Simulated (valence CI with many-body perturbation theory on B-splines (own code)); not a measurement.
## Questions on Hg66+

Calculated by valence CI with perturbative core correlation (CI+MBPT): four valence electrons over a frozen Dirac-Fock core [Ne], a basis of 9 s, 9 p, 8 d, 6 f, 3 g, 1 h functions for each j, with the one-electron correlation potential Σ1 (screened to all orders), the two-electron term Σ2, the three-electron term Σ3, Breit, model QED; selected single and double excitations, second order for the rest, scaled by the run's own slope (own B-spline code, finite nucleus).

The last digits are not significant, and no measured levels were compared; by estimate large intervals hold to a few tenths of a per cent, small ones and those within an open d or f shell to about a per cent.

Levels are named by their leading jj configuration (3d3/2^4 stands for four electrons in 3d with j = 3/2), which in mixed levels can hold well under half, so a name can repeat and another be missing.

Rates and lifetimes use the calculated energies. Strong lines usually hold to 10 to 20 %, long lifetimes can be off by a factor of two.

(1) What is the ground level?

(2) What are the static dipole polarisabilities of the lowest levels?

(3) How well does LS coupling describe the low levels?

(4) Where does the other parity begin?

(5) Name the longest-lived excited levels whose lifetime is computed, and their main decay.

(6) What is the ionisation energy?

Results:

(1) (3s^2 3p1/2^2) J=0, composition 68 % 3s²3p² ³P + 32 % 3s²3p² ¹S.

(2) (3s^2 3p1/2^2) J=0 0.00145 bohr³, of which the core gives 3.10e-05.

(3) Among the lowest 20 levels the leading LS term, summed over configurations, holds 58 % on average. For single configurations the figures are 55 % in LS and 93 % in jj coupling. Terms mix most in the J = 2 level at 80.78 Ry, where the leading one holds 27 %.

(4) At (3s 3p1/2^2 3p3/2) J=2, 51.63 Ry.

(5) (3s^2 3p1/2 3p3/2) J=2 at 38.26 Ry lives 49.0 ns, mostly by E2 to (3s^2 3p1/2^2) J=0; (3s^2 3p1/2 3p3/2) J=1 at 37.51 Ry lives 1.21 ns, mostly by M1 to (3s^2 3p1/2^2) J=0.

(6) 8007.3 eV; NIST lists 8010 ± 40 eV (theoretical).
